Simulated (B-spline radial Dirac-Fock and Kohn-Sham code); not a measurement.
Model: relaxed Dirac-Fock hole states (ΔSCF) with Breit and QED corrections and a finite nucleus. Program: a B-spline atomic structure program. Free neutral atoms.

Q: Order these X-ray lines by photon energy, lowest first.
A. Mn Kα1
B. Yb Lγ4
C. Eu Lγ4
D. Dy Lβ1
E. Ho Lγ3
F. Er Lγ5

A: A (5896.7 eV), D (7249.5 eV), C (8034.7 eV), F (8806.7 eV), E (9085.9 eV), B (10464.3 eV).

Values without a named source are computed, but for edge energies of neutral atoms, which are taken from tables.
